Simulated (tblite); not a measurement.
Species: C5H9PSSi.
Numbering: `[CH3:1][C:2](=[S:3])[C:4]#[C:5][Si@@H:6]([CH3:7])[PH2:8]` (hydrogens: H9, H10, H11 on C1; H12 on Si6; H13, H14, H15 on C7; H16, H17 on P8)

Computed geometry: GFN2-xTB, gas phase.

Give the optimised bond lengths and angles.

```csv
bond,length (bohr)
C1–C2,2.818
C2=S3,3.098
C2–C4,2.642
C4≡C5,2.296
C5–Si6,3.503
Si6–C7,3.592
Si6–P8,4.260
"C1–H9, C1–H10, C1–H11",2.059
Si6–H12,2.779
"C7–H13, C7–H14, C7–H15",2.053
"P8–H16, P8–H17",2.615
```

Bonds in one row agree within 0.02 bohr and their mean is given. A selection of angles:
```csv
angle,degrees
C2–C1–H9,109.9
H9–C1–H10,107.4
H9–C1–H11,109.6
C1–C2–S3,122.7
C1–C2–C4,117.8
S3–C2–C4,119.5
C2–C4–C5,177.6
C4–C5–Si6,175.4
C5–Si6–C7,108.4
C5–Si6–P8,110.8
C5–Si6–H12,107.3
C7–Si6–P8,109.0
C7–Si6–H12,112.7
P8–Si6–H12,108.7
Si6–C7–H13,111.0
H13–C7–H14,107.9
Si6–P8–H16,95.4
H16–P8–H17,92.4
```

Si6 (SiH silicon) is tetrahedral (angles from 107.3° to 112.7°). The C–Si distances run from 1.854 Å (C5–Si6, drawn single) to 1.901 Å (Si6–C7, drawn single), a spread of 0.047 Å. The 3 C–C bonds span 1.215 Å (C4≡C5, drawn triple) to 1.491 Å (C1–C2, drawn single), a spread of 0.276 Å. P8 (three-coordinate phosphorus) is pyramidal (angles 95.4°, 94.7° and 92.4°, sum 282.5°, 0.84 Å off the plane of its three neighbours).

Point group: C1 (no symmetry element, even within 0.4 Å). Its lowest GFN2-xTB frequency is 11 cm⁻¹, too small to tell a flat minimum from a shallow saddle. The numbers are those of one conformer (C5–Si6–P8–H -46° and 46°).
